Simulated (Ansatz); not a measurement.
Computed with Ansatz on PBE0-D4/def2-TZVP structures; ΔE is electronic, products minus reactants. CCSD(T)/CBS is the MP2 limit (def2-TZVPP, def2-QZVPP) plus CCSD(T) − MP2 in def2-TZVPP, frozen cores. This one scheme is used for every species. DFT in def2-TZVPP. HSE06 is defined as in plane-wave codes. One conformer a species, not always the lowest.

Reaction (redistribution): `CO[SiH](N)Cl` + `[SiH3][SiH3]` → `CO[SiH]([SiH3])Cl` + `N[SiH3]`

`CO[SiH](N)Cl`:

Cartesian coordinates in Å:
```
C -0.263 0.343 -1.866
O -0.640 0.089 -0.530
Si 0.410 -0.016 0.714
N -0.345 -0.385 2.179
Cl 1.740 -1.529 0.287
H 0.319 -0.489 -2.274
H 0.330 1.261 -1.949
H -1.172 0.461 -2.458
H 1.163 1.251 0.837
H -0.845 0.323 2.692
H -0.695 -1.310 2.369
```

`[SiH3][SiH3]`:

```xyz
8

Si    0.301   -0.900   -0.683
Si   -0.301    0.900    0.683
H     0.654   -0.418   -2.045
H     1.475   -1.612   -0.111
H    -0.829   -1.861   -0.797
H    -1.473    1.614    0.109
H     0.830    1.859    0.800
H    -0.657    0.417    2.044
```

`CO[SiH]([SiH3])Cl`:

Z-matrix (Å, degrees):
```
C
O 1 1.413
H 1 1.096 2 111.4
H 1 1.094 2 110.8 3 -121.3
H 1 1.091 2 108.0 3 119.4
Si 2 1.632 1 124.1 3 50.2
Cl 6 2.070 2 110.4 1 62.3
Si 6 2.334 2 107.6 1 -179.0
H 6 1.488 2 110.1 1 -52.8
H 8 1.485 6 109.5 2 -59.7
H 8 1.487 6 110.2 2 60.9
H 8 1.487 6 108.9 2 -179.4
```

`N[SiH3]`:

```xyz
7

N     1.013   -0.330   -0.045
Si   -0.600    0.267   -0.060
H     1.195   -1.280   -0.325
H     1.641   -0.050    0.691
H    -1.200   -0.073   -1.376
H    -1.508   -0.276    0.995
H    -0.543    1.741    0.121
```

| level | ΔE (kJ/mol) |
| --- | --- |
| B97M-V | 37.0 |
| HSE06 | 34.7 |

Problem. What does CCSD(T)/CBS give? (An estimate is asked.)

Solution. The calculation gave: +32.9 kJ/mol. The listed levels differ from it by 4.1, 1.8 kJ/mol.

Problem. What do rigid-rotor, harmonic-oscillator terms from PBE0-D4/def2-TZVP frequencies (298.15 K, 1 bar) make of the CCSD(T)/CBS value? (Estimate.)

Solution. The calculation gave: ΔZPE = +0.9 kJ/mol, ΔH = +34.0 kJ/mol, ΔS = 13 J/(mol·K), ΔG = +30.2 kJ/mol.

Largest T1 diagnostic among the species: 0.013.

From BLYP to BHLYP (50 % exact exchange), in def2-TZVPP and without D4, ΔE moves by +3.4 kJ/mol. Leaving LDA and LC-ωPBE aside and taking each functional with its dispersion term where it has one, the values, not all of them listed here, spread over 7.4 kJ/mol, from BLYP-D4 to B97M-V. LDA lies +5.8 kJ/mol from PBE without D4.
